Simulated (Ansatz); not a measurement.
Molecule: Si4H10, charge 0, multiplicity 1. 
Structure (B3LYP-D3(BJ)/def2-TZVP (Ansatz, a program for electronic structure) minimum search):
```xyz
14

Si    -2.0827     1.1669    -0.0865
Si    -1.1797    -0.9544     0.3378
Si     1.1144    -0.7544     0.7783
Si     2.1440     0.4349    -0.9597
H     -1.7993     2.0732     1.0531
H     -1.4564     1.7351    -1.3047
H     -3.5503     1.1029    -0.2906
H     -1.3719    -1.8141    -0.8587
H     -1.8829    -1.5895     1.4821
H      1.7421    -2.0931     0.9232
H      1.3020    -0.0145     2.0531
H      1.5919     1.8104    -1.0110
H      1.8698    -0.2293    -2.2574
H      3.6123     0.5174    -0.7677
```

Wanted: atomisation energy (electronic, to ground-state atoms), in eV. Valence correlation only, unless marked. Open shells are spin-unrestricted. No spin-orbit coupling. Non-relativistic. The coupled-cluster limit lacks core correlation, which all-electron functionals hold. Basis-set limits of correlation are two-point, X^-3; Hartree-Fock from the larger set. [CCSD(T)-MP2]/basis is that difference in the basis named.

```tsv
level	program	atomisation energy (eV)
HF/6-31G	Ansatz	27.30
revPBE-D3(BJ)/def2-TZVPD	Ansatz + dftd3	40.50
r2SCAN-D4/def2-TZVPD	Ansatz + dftd4	41.60
B3LYP-D4/def2-TZVPD	Ansatz + dftd4	41.61
PBE0/def2-SVP	Ansatz	40.55
PBE0/def2-TZVPD	Ansatz	40.76
BHLYP-D4/def2-TZVPD	Ansatz + dftd4	41.46
RI-MP2/CBS(cc-pV(T+d)Z,cc-pV(Q+d)Z)	Ansatz	41.03
CCSD/aug-cc-pV(D+d)Z	Ansatz	38.66
CCSD/aug-cc-pV(T+d)Z	Ansatz	40.52
CCSD/CBS(cc-pV(T+d)Z,cc-pV(Q+d)Z)	Ansatz	41.43
CCSD(T)/aug-cc-pV(T+d)Z	Ansatz	40.85
CCSD(T)/cc-pVTZ	Ansatz	40.40
RI-MP2/CBS(aug-cc-pV(T+d)Z,aug-cc-pV(Q+d)Z)+[CCSD(T)-MP2]/aug-cc-pV(T+d)Z	Ansatz	41.79
CCSD(T)/CBS(cc-pV(T+d)Z,cc-pV(Q+d)Z)	Ansatz	41.79
```
